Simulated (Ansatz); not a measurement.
A run for Ansatz (an electronic-structure program): R-B3LYP-D3(BJ)/def2-TZVP on H6OSi2 (SMILES [SiH3]O[SiH3]).

Ansatz 0.2 input:
```yaml
crystal:
  periodic: [false, false, false]
  atoms:
    - {symbol: Si, position_ang: [2.04680000, -0.40840000, 0.10870000]}
    - {symbol: O, position_ang: [-0.00000000, -0.00030000, -0.00060000]}
    - {symbol: Si, position_ang: [-2.04680000, 0.40860000, -0.10830000]}
    - {symbol: H, position_ang: [2.31940000, -1.02560000, -1.17850000]}
    - {symbol: H, position_ang: [2.62940000, 0.90940000, 0.29990000]}
    - {symbol: H, position_ang: [2.13820000, -1.29820000, 1.25440000]}
    - {symbol: H, position_ang: [-2.58790000, -0.35500000, 1.00380000]}
    - {symbol: H, position_ang: [-2.40250000, -0.08320000, -1.42880000]}
    - {symbol: H, position_ang: [-2.09670000, 1.85260000, 0.04940000]}
basis:
  gaussian:
    orbitals: def2-TZVP
hamiltonian:
  xc: b3lyp
  dispersion: d3bj
relax: {f_tol: 0.004, max_steps: 120}
scf: {lower_state_search: off}
```

It printed:

```
WARN ansatz: RAYON_NUM_THREADS=4 ignored (pool sized by the plan → 4); use --threads N
Functional definition: B3LYP
these checks for a lower state are left out or cut short: stability, starts, cluster_reference, orbital_swaps, neighbouring_geometries, increment
integrals: 0.05 GiB planned
937 factors; their error is unknown
mean field: 0.52 GiB planned
mean field evaluation 1: about -17893.6133 eV, gradient 6.5e1 eV
mean field evaluation 2: about -17776.0940 eV, gradient 1.8e2 eV
mean field evaluation 4: about -17901.1893 eV, gradient 4.9e0 eV
mean field evaluation 8: about -17901.2936 eV, gradient 4.5e-2 eV
mean field evaluation 16: about -17901.2936 eV, gradient 2.4e-6 eV
mean field -17901.29358896 eV, -657.8604054616 hartree, gradient 2.4e-6 eV, S^2 0.000000; 0 other end points of the search recorded, 0 dependent functions left out
the calculation of the forces begins
reference -17901.29390117 eV, -657.8604169352 hartree; 21, 21 occupied and 120, 120 virtual orbitals, 937 factors
relax step   1: F+E_penalty+E_count = -17901.53469571 eV  Δ(F+E_penalty+E_count) = +0.000e0 eV  max|allowed force component| = 5.698e0 eV/Å  Δτ_max = 0.0000 Å  (14 SCF iters, accepted)
these checks for a lower state are left out or cut short: stability, starts, cluster_reference, orbital_swaps, neighbouring_geometries, increment
integrals: 0.05 GiB planned
937 factors; their error is unknown
mean field: 0.52 GiB planned
mean field -17903.25658956 eV, -657.9325444031 hartree, gradient 1.5e-6 eV, S^2 0.000000; 0 other end points of the search recorded, 0 dependent functions left out
the calculation of the forces begins
reference -17903.25688576 eV, -657.9325552884 hartree; 21, 21 occupied and 120, 120 virtual orbitals, 937 factors
relax step   2: F+E_penalty+E_count = -17903.50535567 eV  Δ(F+E_penalty+E_count) = -1.971e0 eV  max|allowed force component| = 3.976e0 eV/Å  Δτ_max = 0.1949 Å  (23 SCF iters, accepted)
these checks for a lower state are left out or cut short: stability, starts, cluster_reference, orbital_swaps, neighbouring_geometries, increment
integrals: 0.06 GiB planned
937 factors; their error is unknown
mean field: 0.53 GiB planned
mean field evaluation 32: about -17904.3839 eV, gradient 1.2e-6 eV
mean field -17904.38387784 eV, -657.9739714832 hartree, gradient 1.2e-6 eV, S^2 0.000000; 0 other end points of the search recorded, 0 dependent functions left out
the calculation of the forces begins
reference -17904.38416310 eV, -657.9739819665 hartree; 21, 21 occupied and 120, 120 virtual orbitals, 937 factors
relax step   3: F+E_penalty+E_count = -17904.64895689 eV  Δ(F+E_penalty+E_count) = -1.144e0 eV  max|allowed force component| = 7.613e-1 eV/Å  Δτ_max = 0.1945 Å  (23 SCF iters, accepted)
these checks for a lower state are left out or cut short: stability, starts, cluster_reference, orbital_swaps, neighbouring_geometries, increment
integrals: 0.06 GiB planned
937 factors; their error is unknown
mean field: 0.54 GiB planned
mean field -17904.80911552 eV, -657.9895986799 hartree, gradient 2.0e-6 eV, S^2 0.000000; 0 other end points of the search recorded, 0 dependent functions left out
the calculation of the forces begins
reference -17904.80939461 eV, -657.9896089364 hartree; 21, 21 occupied and 120, 120 virtual orbitals, 937 factors
relax step   4: F+E_penalty+E_count = -17905.08825441 eV  Δ(F+E_penalty+E_count) = -4.393e-1 eV  max|allowed force component| = 1.270e0 eV/Å  Δτ_max = 0.1957 Å  (17 SCF iters, accepted)
these checks for a lower state are left out or cut short: stability, starts, cluster_reference, orbital_swaps, neighbouring_geometries, increment
integrals: 0.06 GiB planned
937 factors; their error is unknown
mean field: 0.54 GiB planned
mean field -17904.84634062 eV, -657.9909666772 hartree, gradient 1.4e-6 eV, S^2 0.000000; 0 other end points of the search recorded, 0 dependent functions left out
the calculation of the forces begins
reference -17904.84662105 eV, -657.9909769827 hartree; 21, 21 occupied and 120, 120 virtual orbitals, 937 factors
relax step   5: F+E_penalty+E_count = -17905.12438287 eV  Δ(F+E_penalty+E_count) = -3.613e-2 eV  max|allowed force component| = 3.593e-1 eV/Å  Δτ_max = 0.0302 Å  (17 SCF iters, accepted)
these checks for a lower state are left out or cut short: stability, starts, cluster_reference, orbital_swaps, neighbouring_geometries, increment
integrals: 0.06 GiB planned
937 factors; their error is unknown
mean field: 0.54 GiB planned
mean field -17904.84901659 eV, -657.9910650171 hartree, gradient 1.7e-6 eV, S^2 0.000000; 0 other end points of the search recorded, 0 dependent functions left out
the calculation of the forces begins
reference -17904.84929664 eV, -657.9910753087 hartree; 21, 21 occupied and 120, 120 virtual orbitals, 937 factors
relax step   6: F+E_penalty+E_count = -17905.12745900 eV  Δ(F+E_penalty+E_count) = -3.076e-3 eV  max|allowed force component| = 6.199e-3 eV/Å  Δτ_max = 0.0077 Å  (19 SCF iters, accepted)
these checks for a lower state are left out or cut short: stability, starts, cluster_reference, orbital_swaps, neighbouring_geometries, increment
integrals: 0.06 GiB planned
937 factors; their error is unknown
mean field: 0.54 GiB planned
mean field -17904.84899708 eV, -657.9910643003 hartree, gradient 3.0e-6 eV, S^2 0.000000; 0 other end points of the search recorded, 0 dependent functions left out
the calculation of the forces begins
reference -17904.84927712 eV, -657.9910745915 hartree; 21, 21 occupied and 120, 120 virtual orbitals, 937 factors
relax step   7: F+E_penalty+E_count = -17905.12746009 eV  Δ(F+E_penalty+E_count) = -1.094e-6 eV  max|allowed force component| = 1.095e-3 eV/Å  Δτ_max = 0.0002 Å  (8 SCF iters, accepted)
Total energy: -17905.12774013 eV, -658.0013079182 hartree
Atom 0 at     1.593898    -0.318115     0.084506 Å, force    -0.000129    -0.000033    -0.000141 eV/Å
Atom 1 at    -0.000038     0.000015     0.000073 Å, force     0.001095    -0.000130     0.000263 eV/Å
Atom 2 at    -1.593946     0.318105    -0.084488 Å, force    -0.000318     0.000005    -0.000152 eV/Å
Atom 3 at     2.039513    -0.960810    -1.172662 Å, force     0.000010    -0.000019    -0.000039 eV/Å
Atom 4 at     2.342638     0.943805     0.282094 Å, force    -0.000086     0.000115    -0.000003 eV/Å
Atom 5 at     1.859275    -1.228694     1.221395 Å, force    -0.000119    -0.000043     0.000064 eV/Å
Atom 6 at    -2.301783    -0.398274     1.000796 Å, force    -0.000139    -0.000075     0.000112 eV/Å
Atom 7 at    -2.121265    -0.130388    -1.393256 Å, force    -0.000231     0.000005    -0.000107 eV/Å
Atom 8 at    -1.818391     1.774256     0.061541 Å, force    -0.000083     0.000175     0.000003 eV/Å
Dipole moment:     0.000001     0.000004     0.000005 e Å
Checks for a lower state left out: stability, starts, cluster_reference, orbital_swaps, neighbouring_geometries, increment
```

The calculation finished and met its thresholds.

Cost: around 20 core-seconds (rough).
